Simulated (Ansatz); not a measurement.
C₃H₆AlN at its PBE0-D4/def2-TZVP geometry, where that method's forces vanish. The species carries charge 0 and has multiplicity 1. The bonds changed during the relaxation, so this is another structure than the one it started from.

```xyz
11

C    -1.1190   -0.7852   -0.7175
C    -0.3599    0.1469    0.1720
Al    1.2760   -0.1666    1.2391
C    -0.0002    1.4258   -0.3346
N     1.1741    0.9548   -0.4306
H    -2.1010   -0.9372   -0.2537
H    -0.6419   -1.7667   -0.7629
H    -1.2756   -0.4149   -1.7339
H     1.9509   -1.5974    1.0987
H     1.5510    0.8089    2.4557
H    -0.4543    2.3317   -0.7324
```

Question: What forces (eV/Å) does PBE-D4/def2-TZVPP give on these atoms in Ansatz 0.2.0? (Estimate.)

Answer: Computed: 
```
C1   0.093  0.002 -0.016
C2  -0.399 -0.149  0.297
Al3  0.076 -0.127  0.149
C4  -0.667  0.360 -0.005
N5   1.091 -0.106 -0.284
H6  -0.193 -0.033  0.090
H7   0.076 -0.220 -0.015
H8  -0.049  0.063 -0.211
H9   0.046 -0.091 -0.017
H10  0.019  0.078  0.067
H11 -0.094  0.223 -0.055
```
